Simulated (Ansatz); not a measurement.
One change: `C=C(N)S` becomes `C=C(N)[SiH2][SiH3]`.

Ansatz, PBE0-D4/def2-TZVP geometries, multiplicity 1. Each molecule was computed in one conformer, which needn't be the lowest.

```tsv
property	`C=C(N)S`
LUMO energy (PBE/def2-TZVPP) / eV	-0.79
HOMO energy (PBE/def2-TZVPP) / eV	-4.97
HOMO energy (ωB97M-V/def2-TZVPP) / eV	-8.26
LUMO energy (ωB97M-V/def2-TZVPP) / eV	2.03
ideal-gas entropy at 298 K and 1 bar (rigid rotor, harmonic PBE0-D4/def2-TZVP) / J/(mol·K)	298
zero-point energy (PBE0-D4/def2-TZVP) / kJ/mol	180.6
```

(1) Give the same properties after the change, and the shifts. (Estimate.)

## Answers

(1) Computed: 
```tsv
property	`C=C(N)[SiH2][SiH3]`	shift
LUMO energy (PBE/def2-TZVPP) / eV	-0.91	-0.12
HOMO energy (PBE/def2-TZVPP) / eV	-5.14	-0.17
HOMO energy (ωB97M-V/def2-TZVPP) / eV	-8.48	-0.22
LUMO energy (ωB97M-V/def2-TZVPP) / eV	1.76	-0.27
ideal-gas entropy at 298 K and 1 bar (rigid rotor, harmonic PBE0-D4/def2-TZVP) / J/(mol·K)	376	78
zero-point energy (PBE0-D4/def2-TZVP) / kJ/mol	265.7	85.1
```

The zero-point energy changes by 85.1 kJ/mol with +15 modes. Modes under 60 cm⁻¹, often nearly free rotors, make the harmonic entropy too high.
